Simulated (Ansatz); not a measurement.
Reactions of C4H8O (`CC(C)=CO`).

Isolated molecules relaxed with PBE0-D4/def2-TZVP in Ansatz; ΔE leaves out vibrations. CCSD(T)/CBS adds triple-zeta CCSD(T) − MP2 to the extrapolated MP2 energy (def2 sets, frozen cores). This one scheme is used for every species. Double bonds are as drawn, so ΔE can hold a change between cis and trans. Functionals use def2-TZVPP. Triplets are unrestricted, without spin–orbit coupling. For Mg outer-core shells are correlated without core-valence functions, which leaves a few kJ/mol of doubt a bond. One conformer a species, not always the lowest.

| reaction | HF/CBS(def2) (eV) | r2SCAN-D4 (eV) | CCSD(T)/CBS(def2) (eV) |
| --- | --- | --- | --- |
| `CC(C)=CO` + `[OH][Mg][O][SiH3]` → `C[O][Mg][O][SiH3]` + `C/C=C/O` | 0.49 | 0.66 | 0.70 |
| `CC(C)=CO` → `C=C(C)CO` | 0.12 | 0.24 | 0.17 |
| `CC(C)=CO` + `CCC(C)O` → `CC(C)C(C)O` + `C/C=C/O` | 0.09 | 0.08 | 0.05 |
| `CC(C)=CO` + `CCC(C)=O` → `CC(=O)CCC=C(C)C` + H₂O | -0.17 | -0.23 | -0.40 |
| `CC(C)=CO` → `OCC1CC1` | 0.54 | 0.51 | 0.51 |
| `CC(C)=CO` → `C=CCCO` | 0.27 | 0.39 | 0.29 |
| `CC(C)=CO` → `C1CCOC1` | -0.13 | -0.06 | -0.09 |
| `CC(C)=CO` + `O[SiH](F)[SiH3]` → `CO[SiH](F)[SiH3]` + `C/C=C/O` | 0.48 | 0.63 | 0.66 |
| `CC(C)=CO` → `[CH2]` (triplet) + `C/C=C/O` | 3.03 | 4.36 | 4.60 |
| `CC(C)=CO` + SiH₄ → `C/C([SiH3])=C\O` + CH₄ | -0.39 | -0.50 | -0.46 |

Largest T1 diagnostic: 0.013, for `CCC(C)=O`.
